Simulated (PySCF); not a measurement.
# Computed records: AlBH$_{2}$N, B$_{2}$H$_{2}$N

All values are calculated (PySCF 2.14.0). Calculation on a computer-drawn molecule: vertical ionisation energy to the stated ion spin, frozen-core CCSD(T) at the basis limit and cheaper methods, single-reference cases, UHF for radicals, no spin-orbit; all values are single points at the evaluated structure, the first of each entry, which is the reference or a displaced copy of it and isn't optimised; the reference structure only sets the zero of the energies above reference; triples share is (T) over the correlation energy.

Common to all runs: diffuse functions no; reference is the Hartree-Fock double-zeta minimum; best is HF at quadruple zeta + MP2 correlation extrapolated from triple and quadruple zeta + CCSD(T) minus MP2 at triple zeta; basis step is the size of the change from the same recipe one zeta lower.

(1) 
```xyz
5
formula=AlBH2N charge=1 multiplicity=1 ion_multiplicity=2 basis=cc-pV(n+d)Z ionisation_energy_best=17.18 ionisation_energy_basis_step=0.0269 energy_above_reference_best=0.6915 energy_above_reference_basis_step=0.04196 ionisation_energy_Koopmans_at_triple_zeta=17.52 ionisation_energy_EOM_CCSD_at_triple_zeta=17.04 total_energy_HF_triple_zeta=-322.0415 total_energy_CCSD(T)_triple_zeta=-322.4060 total_energy_best=-322.4538 T1_diagnostic_at_triple_zeta=0.01466 D1_diagnostic_at_triple_zeta=0.03095 ion_T1_diagnostic_at_triple_zeta=0.01247 ion_D1_diagnostic_at_triple_zeta=0.02865 ion_spin_squared_at_triple_zeta=0.7567 triples_share_at_triple_zeta=0.04268 basis_functions_triple_zeta=127
B      0.3942    -1.8280    -1.6176
N      1.0719    -1.2216    -2.4992
Al     1.9661    -0.4082    -3.6722
H     -0.2155    -2.4002    -0.8128
H      2.7968     0.3739    -4.8044
```

Units: ionisation_energy_best, ionisation_energy_basis_step, ionisation_energy_Koopmans_at_triple_zeta, ionisation_energy_EOM_CCSD_at_triple_zeta in eV; energy_above_reference_best, energy_above_reference_basis_step in kcal/mol; total_energy_HF_triple_zeta, total_energy_CCSD(T)_triple_zeta, total_energy_best in hartree.

Reference structure:
```xyz
5
AlBH2N
B      0.3987    -1.8317    -1.6182
N      1.0675    -1.2171    -2.5047
Al     1.9529    -0.4036    -3.6783
H     -0.2176    -2.3978    -0.8014
H      2.7624     0.3402    -4.7512
```

Drawn bonds:
```tsv
atom	other atom	order
1	2	1
2	3	2
1	4	1
3	5	1
```

Triple zeta:
```tsv
method	ionisation energy (eV)	energy above reference (kcal/mol)
HF	15.3	0.9721
PBE	17.2	0.4288
r2SCAN	17.06	0.6996
B3LYP	17.11	0.7624
wB97X	16.98	0.8632
MP2	17.25	0.8627
CCSD	16.87	0.7265
CCSD(T)	17.05	0.698
```

(2) 
```xyz
5
formula=AlBH2N charge=1 multiplicity=1 ion_multiplicity=2 basis=cc-pV(n+d)Z ionisation_energy_best=17.17 ionisation_energy_basis_step=0.02737 energy_above_reference_best=2.003 energy_above_reference_basis_step=0.052 ionisation_energy_Koopmans_at_triple_zeta=17.52 ionisation_energy_EOM_CCSD_at_triple_zeta=17.03 total_energy_HF_triple_zeta=-322.0390 total_energy_CCSD(T)_triple_zeta=-322.4039 total_energy_best=-322.4517 T1_diagnostic_at_triple_zeta=0.01477 D1_diagnostic_at_triple_zeta=0.03098 ion_T1_diagnostic_at_triple_zeta=0.01262 ion_D1_diagnostic_at_triple_zeta=0.02871 ion_spin_squared_at_triple_zeta=0.7568 triples_share_at_triple_zeta=0.04276 basis_functions_triple_zeta=127
B      0.3942    -1.8280    -1.6176
N      1.0719    -1.2216    -2.4992
Al     1.9661    -0.4082    -3.6722
H     -0.2155    -2.4002    -0.8128
H      2.8222     0.3978    -4.8389
```

Units: ionisation_energy_best, ionisation_energy_basis_step, ionisation_energy_Koopmans_at_triple_zeta, ionisation_energy_EOM_CCSD_at_triple_zeta in eV; energy_above_reference_best, energy_above_reference_basis_step in kcal/mol; total_energy_HF_triple_zeta, total_energy_CCSD(T)_triple_zeta, total_energy_best in hartree.

Reference structure:
```xyz
5
AlBH2N
B      0.3987    -1.8317    -1.6182
N      1.0675    -1.2171    -2.5047
Al     1.9529    -0.4036    -3.6783
H     -0.2176    -2.3978    -0.8014
H      2.7624     0.3402    -4.7512
```

Drawn bonds:
```tsv
atom	other atom	order
1	2	1
2	3	2
1	4	1
3	5	1
```

Triple zeta:
```tsv
method	ionisation energy (eV)	energy above reference (kcal/mol)
HF	15.3	2.536
PBE	17.18	1.516
r2SCAN	17.06	2.006
B3LYP	17.1	2.119
wB97X	16.97	2.284
MP2	17.24	2.31
CCSD	16.86	2.052
CCSD(T)	17.04	1.992
```

(3) 
```xyz
5
formula=AlBH2N charge=1 multiplicity=1 ion_multiplicity=2 basis=cc-pV(n+d)Z
B      0.3942    -1.8280    -1.6176
N      1.0719    -1.2216    -2.4992
Al     1.9661    -0.4082    -3.6722
H     -0.2155    -2.4002    -0.8128
H      2.8346     0.4094    -4.8558
```

Reference structure:
```xyz
5
AlBH2N
B      0.3987    -1.8317    -1.6182
N      1.0675    -1.2171    -2.5047
Al     1.9529    -0.4036    -3.6783
H     -0.2176    -2.3978    -0.8014
H      2.7624     0.3402    -4.7512
```

Drawn bonds:
```tsv
atom	other atom	order
1	2	1
2	3	2
1	4	1
3	5	1
```

(4) 
```xyz
5
formula=AlBH2N charge=1 multiplicity=1 ion_multiplicity=2 basis=cc-pV(n+d)Z
B      0.3920    -1.8096    -1.6392
N      1.0908    -1.1964    -2.5036
Al     1.9659    -0.3935    -3.6896
H     -0.2087    -2.4185    -0.7773
H      2.7739     0.3261    -4.7521
```

Reference structure:
```xyz
5
AlBH2N
B      0.3987    -1.8317    -1.6182
N      1.0675    -1.2171    -2.5047
Al     1.9529    -0.4036    -3.6783
H     -0.2176    -2.3978    -0.8014
H      2.7624     0.3402    -4.7512
```

Drawn bonds:
```tsv
atom	other atom	order
1	2	1
2	3	2
1	4	1
3	5	1
```

(5) 
```xyz
5
formula=B2H2N charge=0 multiplicity=2 ion_multiplicity=1 basis=cc-pVnZ
B      1.2070     0.8092    -2.6591
N      2.0107     1.3792    -1.8628
B      2.7825     1.9749    -0.9089
H      0.4931     0.2962    -3.4276
H      3.8789     2.4041    -1.0222
```

Reference structure:
```xyz
5
B2H2N
B      1.2169     0.8148    -2.6765
N      1.9949     1.3688    -1.8696
B      2.7704     1.9672    -0.8991
H      0.4862     0.2960    -3.4295
H      3.8787     2.4028    -1.0216
```

Drawn bonds:
```tsv
atom	other atom	order
1	2	1
2	3	2
1	4	1
3	5	1
```

Questions
1. Give the missing ionisation energy EOM CCSD at triple zeta for AlBH$_{2}$N (entry 3).
2. Give the missing total energy CCSD(T) triple zeta for AlBH$_{2}$N (entry 3).
3. AlBH$_{2}$N (entry 3): ionisation energy best?
4. What ionisation energy basis step does the calculation give for AlBH$_{2}$N (entry 3)?
5. AlBH$_{2}$N (entry 4): ionisation energy Koopmans at triple zeta?
6. Estimate the triples share at triple zeta of AlBH$_{2}$N (entry 4).
7. AlBH$_{2}$N (entry 4): total energy CCSD(T) triple zeta?
8. Estimate the energy above reference basis step of AlBH$_{2}$N (entry 4).
9. What dipole magnitude CCSD unrelaxed at triple zeta does the calculation give for B$_{2}$H$_{2}$N (entry 5)?
10. Give the table of triple zeta values for B$_{2}$H$_{2}$N (entry 5).

## Answers
1. 17.03 eV
2. -322.4026 hartree
3. 17.17 eV
4. 0.02757 eV
5. 17.52 eV
6. 0.04269
7. -322.4058 hartree
8. 0.01194 kcal/mol
9. 1.925 debye
10. 
Triple zeta:
```tsv
method	ionisation energy (eV)	energy above reference (kcal/mol)
HF	6.835	0.4286
PBE	7.496	-0.5876
r2SCAN	7.596	-0.4776
B3LYP	7.473	-0.3594
wB97X	7.308	-0.03082
MP2	7.192	0.09603
CCSD	7.297	-0.1037
CCSD(T)	7.3	-0.2331
```

Further results for AlBH$_{2}$N (entry 3):

* energy above reference best: 2.849 kcal/mol
* energy above reference basis step: 0.05387 kcal/mol
* ionisation energy Koopmans at triple zeta: 17.53 eV
* total energy HF triple zeta: -322.0374 hartree
* total energy best: -322.4503 hartree
* T1 diagnostic at triple zeta: 0.01482
* D1 diagnostic at triple zeta: 0.03099
* ion T1 diagnostic at triple zeta: 0.01271
* ion D1 diagnostic at triple zeta: 0.02874
* ion spin squared at triple zeta: 0.7569
* triples share at triple zeta: 0.04281
* basis functions triple zeta: 127

Triple zeta:
```tsv
method	ionisation energy (eV)	energy above reference (kcal/mol)
HF	15.29	3.523
PBE	17.16	2.251
r2SCAN	17.05	2.852
B3LYP	17.09	2.987
wB97X	16.97	3.189
MP2	17.24	3.23
CCSD	16.85	2.905
CCSD(T)	17.03	2.83
```

Further results for AlBH$_{2}$N (entry 4):

- ionisation energy best: 17.19 eV
- ionisation energy basis step: 0.02588 eV
- energy above reference best: 0.8902 kcal/mol
- ionisation energy EOM CCSD at triple zeta: 17.04 eV
- total energy HF triple zeta: -322.0414 hartree
- total energy best: -322.4534 hartree
- T1 diagnostic at triple zeta: 0.01457
- D1 diagnostic at triple zeta: 0.03108
- ion T1 diagnostic at triple zeta: 0.01239
- ion D1 diagnostic at triple zeta: 0.02862
- ion spin squared at triple zeta: 0.7566
- basis functions triple zeta: 127

Triple zeta:
```tsv
method	ionisation energy (eV)	energy above reference (kcal/mol)
HF	15.31	1.001
PBE	17.23	0.7351
r2SCAN	17.07	0.8645
B3LYP	17.12	0.9158
wB97X	16.98	0.7835
MP2	17.26	0.9058
CCSD	16.88	0.866
CCSD(T)	17.06	0.8412
```

Further results for B$_{2}$H$_{2}$N (entry 5):

- ionisation energy best: 7.353 eV
- ionisation energy basis step: 0.02175 eV
- energy above reference best: -0.1904 kcal/mol
- energy above reference basis step: 0.1092 kcal/mol
- total energy HF triple zeta: -104.9911 hartree
- total energy CCSD(T) triple zeta: -105.3900 hartree
- total energy best: -105.4403 hartree
- T1 diagnostic at triple zeta: 0.02134
- D1 diagnostic at triple zeta: 0.06391
- spin squared at triple zeta: 0.7892
- ion T1 diagnostic at triple zeta: 0.01682
- ion D1 diagnostic at triple zeta: 0.04383
- triples share at triple zeta: 0.04601
- basis functions triple zeta: 118
- dipole magnitude HF at triple zeta: 2.379 debye
- dipole magnitude PBE at triple zeta: 1.645 debye
- dipole magnitude r2SCAN at triple zeta: 1.698 debye
- dipole magnitude B3LYP at triple zeta: 1.844 debye
- dipole magnitude wB97X at triple zeta: 2.112 debye
